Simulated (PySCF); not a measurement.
Match the calculated data to a structure.

All candidates are C7H9N.

* 1H NMR: chemical shifts (computed TMS as zero) by class: 7.04 (2 H), 6.48 (2 H), 2.92 (2 H), 2.21 (3 H) ppm [GIAO PBE0/pcSseg-1]
* Triplet: lowest triplet excitation (Tamm–Dancoff): 3.80 eV [TDA CAM-B3LYP/def2-SVPD]
* Couplings: largest of the computed one-bond spin–spin couplings (means over like bonds): 13C–1H +161.2 (×2), 13C–1H +161.2 (×2), 13C–1H +132.2 (×3), 15N–1H -83.7 (×2), 13C–13C +67.3 (×2), 13C–13C +67.3 (×2), 13C–13C +63.1 (×2), 13C–13C +49.9 Hz [B3LYP/pcJ-1, spin–dipole term left out for some pairs]
* UV, first state: lowest singlet excitation: 4.74 eV (261 nm, f = 0.038) [TDDFT CAM-B3LYP/def2-SVPD]
* Dipole: 1.38 D [CAM-B3LYP/def2-SVPD]
* Rotational structure: rotational constants A, B, C: 5.478, 1.453, 1.158 GHz [PBE0-D3(BJ)/def2-SVP]
* 13C NMR: chemical shifts (computed TMS as zero) by class: 149.4 (1 C), 135.6 (2 C), 129.5 (1 C), 116.7 (2 C), 22.1 (1 C) ppm [GIAO PBE0/pcSseg-1]
* Valence photoelectron: vertical ionisation energy: 7.59 eV [ΔSCF CAM-B3LYP/def2-SVPD]

Electronic properties: PySCF, gas phase, density fitting. Levels stand in brackets. Geometry: PBE0-D3(BJ)/def2-SVP; no solvent, vibrations or thermal averaging. NMR values are class means; diastereotopic atoms form classes of their own.

Question: Which candidate is it?
A. `CCc1cccnc1`
B. `CNc1ccccc1`
C. `Cc1ccc(N)cc1`

Answer: C. It is `Cc1ccc(N)cc1`. Numbering: `[CH3:1][c:2]1[cH:3][cH:4][c:5]([NH2:6])[cH:7][cH:8]1`. Its formula, C7H9N, gives 4 degrees of unsaturation: 1 ring and 3 π bonds in the structure found (Kekulé form). 7 carbons fall into 5 classes; from least to most shielded: aromatic carbon bearing nitrogen [C5] (149.4 ppm), aromatic CH carbon [C3/C8] (135.6 ppm, 2 C), substituted aromatic carbon [C2] (129.5 ppm), aromatic CH carbon [C4/C7] (116.7 ppm, 2 C), benzylic-type carbon [C1] (22.1 ppm). Hydrogen classes from least to most shielded: 2 H on 2 aromatic CH carbons, C3/C8 (7.04 ppm), 2 H on 2 aromatic CH carbons, C4/C7 (6.48 ppm), 2 H on an aniline-type nitrogen, N6 (2.92 ppm), 3 H on a benzylic-type carbon, C1 (2.21 ppm). The couplings run between: +161.2 Hz, aromatic CH carbon [C3] and its hydrogen (with 1 like pair); +161.2 Hz, aromatic CH carbon [C4] and its hydrogen (with 1 like pair); +132.2 Hz, benzylic-type carbon [C1] and its hydrogen (with 2 like pairs); -83.7 Hz, aniline-type nitrogen [N6] and its hydrogen (with 1 like pair); +67.3 Hz, aromatic CH carbon [C4] and aromatic carbon bearing nitrogen [C5] (with 1 like pair); +67.3 Hz, aromatic CH carbon [C3] and aromatic CH carbon [C4] (with 1 like pair); +63.1 Hz, substituted aromatic carbon [C2] and aromatic CH carbon [C3] (with 1 like pair); +49.9 Hz, benzylic-type carbon [C1] and substituted aromatic carbon [C2]. The first electron is taken from the HOMO, whose largest Löwdin shares are 0.23 on the aniline-type nitrogen, 0.17 on the substituted aromatic carbon and 0.14 on the aromatic carbon bearing nitrogen. The optimised geometry has point group Cs and is an asymmetric top.

The others, at the same levels:
- `CNc1ccccc1` fails: its computed 13C shifts are 152.0 (1 C), 135.0 (2 C), 120.8 (1 C), 114.1 (2 C), 30.1 (1 C) ppm, 1H shifts are 7.24 (2 H), 6.70 (1 H), 6.41 (2 H), 2.93 (1 H), 2.76 (3 H) ppm and rotational constant A is 4.997 GHz (against 5.478 GHz).
- `CCc1cccnc1` fails: it has 7 carbon classes against 5; its computed 13C shifts are 156.0 (1 C), 153.3 (1 C), 144.4 (1 C), 140.6 (1 C), 128.1 (1 C), 30.4 (1 C), 21.1 (1 C) ppm, 1H shifts are 8.64 (1 H), 8.64 (1 H), 7.50 (1 H), 7.18 (1 H), 2.45 (2 H), 1.15 (3 H) ppm and rotational constant A is 4.661 GHz (against 5.478 GHz).

Each candidate is one conformer, not necessarily the lowest. The conformers computed, where there is a choice (atom-mapped SMILES and torsion angles):
- `[CH3:1][c:2]1[cH:3][cH:4][c:5]([NH2:6])[cH:7][cH:8]1`: H–N6–C5–C4 23°, H–N6–C5–C4 159°
- `[CH3:1][NH:2][c:3]1[cH:4][cH:5][cH:6][cH:7][cH:8]1`: C1–N2–C3–C4 -9°
- `[CH3:1][CH2:2][c:3]1[cH:4][cH:5][cH:6][n:7][cH:8]1`: C1–C2–C3–C4 -87°
